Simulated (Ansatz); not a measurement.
Basis-set extrapolation for CH$_{5}$AlOS, SMILES `C[S][AlH][OH]` (PBE0-D4/def2-TZVP geometry, frozen core, Ansatz 0.2.0). Multiplicity 1, RHF reference.

```tsv
	def2-TZVPP	def2-QZVPP
HF	-755.259066	-755.283285
MP2 correlation	-0.673713	-0.727384
CCSD(T) correlation	-0.740213	not run
```

Energies in hartree. Use E(X) = E(∞) + A·exp(−7.88·√X) for Hartree–Fock and E(X) = E(∞) + B·X^(−2.97) for correlation, with X = 3 and 4, and add CCSD(T) minus MP2 of the smaller set to the MP2 limit.

Task: What is the CCSD(T) energy at the basis-set limit?

Result: HF limit: -755.283285 + (-0.024219) × 0.13774 = -755.28662. MP2 limit: -0.727384 + (-0.053671) × 0.74074 = -0.76714. Higher-order term: -0.740213 − (-0.673713) = -0.06650. Total: -756.12026 hartree, 317.6 kJ/mol below CCSD(T)/def2-TZVPP.
